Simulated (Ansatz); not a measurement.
Total energies of Sb2H4 from Ansatz at PBE-D4/def2-TZVPD, gas phase (1 Eh = 27.2114 eV = 2625.5 kJ/mol). The reference geometry is relaxed at B3LYP-D4/def2-TZVP.

```
                 state   geometry  energy (Eh)
      charge 0 singlet  reference   -482.89201
     charge -1 doublet  reference   -482.89341
free Sb atom (quartet)          –   -240.20752
 free H atom (doublet)          –     -0.49962
```

In the def2 sets Sb takes a core potential; there is no spin–orbit coupling.

Q: Work out the vertical electron affinity, to the doublet.

A: E(charge 0 singlet) − E(charge -1 doublet) = -482.89201 − (-482.89341) = 0.00140 Eh = 0.04 eV; so near zero that its sign isn't settled.

Q: What is the binding energy per atom against free atoms?

A: Atoms: 2 × (-240.20752) + 4 × (-0.49962) = -482.41352 Eh. Binding: -482.41352 − (-482.89201) = 0.47849 Eh = 13.02 eV, or 2.17 eV for each of 6 atoms (no zero-point energy, no counterpoise term).

At PBE-D4/def2-TZVPD the highest occupied level of the charge -1 doublet lies above zero (up to 1.83 eV). Energy differences put its binding near zero (0.04 eV; vertical, to the charge 0 singlet, at PBE-D4/def2-TZVPD), which leaves it undecided.
